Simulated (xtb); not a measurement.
N-methylmethanimine (C₂H₅N), SMILES N(C)=C. All values are semi-empirical tight-binding results from xtb (GFN2-xTB unless named), good for trends rather than for accurate numbers. Coordinates come from a GFN2-xTB optimisation.

Optimised geometry:

Bonds (Å): C1–N2 1.428, C1–H4 1.091, C1–H5 1.091, C1–H6 1.099, N2–C3 1.250, C3–H7 1.098, C3–H8 1.080. Angles (°): N2–C1–H4 108.0, N2–C1–H5 108.1, N2–C1–H6 113.8, H4–C1–H5 107.5, H4–C1–H6 109.6, H5–C1–H6 109.6, C1–N2–C3 120.5, N2–C3–H7 124.5, N2–C3–H8 118.6, H7–C3–H8 117.0.
Charge 0, spin multiplicity 1.

- point group as xtb finds it = Cs
- orbital gap = 3.72 eV
- dipole moment = 1.44 D
- zero-point energy = 41.4 kcal/mol
- G − E(el) at 298.15 K (modified RRHO) = 25.9 kcal/mol
- static polarisability (D4 model) = 35.0 bohr³
- solvation energy, GFN2-xTB/ALPB(water) = -2.0 kcal/mol
- solvation energy, GFN2-xTB/ALPB(benzene) = -2.6 kcal/mol

Computed IR lines (harmonic; lines under 4 % of the strongest left out, lines within 3 cm⁻¹ merged):
ν (cm⁻¹): 201 (w), 451 (w), 985 (w), 1012 (m), 1206 (m), 1422 (w), 1472 (w), 1763 (m), 2852 (vs), 2884 (vs), 2989 (m), 3005 (m), 3078 (m) (against the strongest line: vs over 80 %, s over 45 %, m over 15 %, w over 4 %, vw less)

Problem. Give the atomic charges and the Wiberg bond orders between heavy atoms. (Estimate from the structure and the level; the computed values follow.)

Solution. charges (e) C1 -0.03, N2 -0.20, C3 0.03, H4 0.06, H5 0.06, H6 0.02, H7 0.01, H8 0.05. Bond orders C1–N2 1.05, N2–C3 1.98.
